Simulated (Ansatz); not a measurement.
Reaction: CH3Si (SMILES C=[SiH], doublet) → CH3Si- (SMILES C=[SiH-]) (an electron is taken up)
Each species at its own B3LYP-D3(BJ)/def2-TZVP minimum (Ansatz, an electronic-structure program).

Total energies in hartree (Ansatz). Open shells are spin-unrestricted; no spin-orbit coupling. Cores are frozen in correlated methods. No relativity. The restricted determinant of CH3Si- (C=[SiH-], singlet) is unstable towards broken spin symmetry in at least one set run. The UHF reference of CH3Si (C=[SiH], doublet) is spin-contaminated (<S^2> up to 0.44 over the pure value in the sets run).

```tsv
species	HF/aug-cc-pV(T+d)Z	CCSD(T)/aug-cc-pV(T+d)Z	HF/aug-cc-pV(Q+d)Z	CCSD(T)/aug-cc-pV(Q+d)Z	CCSD(T)/aug-cc-pV(D+d)Z	CCSDT(Q)/aug-cc-pV(D+d)Z
1: CH3Si (SMILES C=[SiH], doublet)	-328.47882	-328.78417	-328.48401	-328.80165	-328.72175	-328.72492
2: CH3Si- (SMILES C=[SiH-])	-328.50486	-328.85801	-328.50976	-328.87593	-328.79259	-328.79468
```

**Question.** Work out the adiabatic electron affinity (electronic), positive where energy is released in eV: take Hartree-Fock from aug-cc-pV(Q+d)Z, extrapolate the CCSD(T) correlation energy as X^-3 (X = 3, 4), and add CCSDT(Q) - CCSD(T) in aug-cc-pV(D+d)Z. 1 hartree = 27.211 eV.

**Answer.** 
Species 1: correlation (64·(-0.31764) - 27·(-0.30535))/37 = -0.32661; step -0.00317; E1 = -328.48401 + (-0.32661) + (-0.00317) = -328.81379
Species 2: correlation (64·(-0.36617) - 27·(-0.35315))/37 = -0.37567; step -0.00209; E2 = -328.50976 + (-0.37567) + (-0.00209) = -328.88752
+1·E1 -1·E2 = 0.07373 hartree = 2.01 eV.
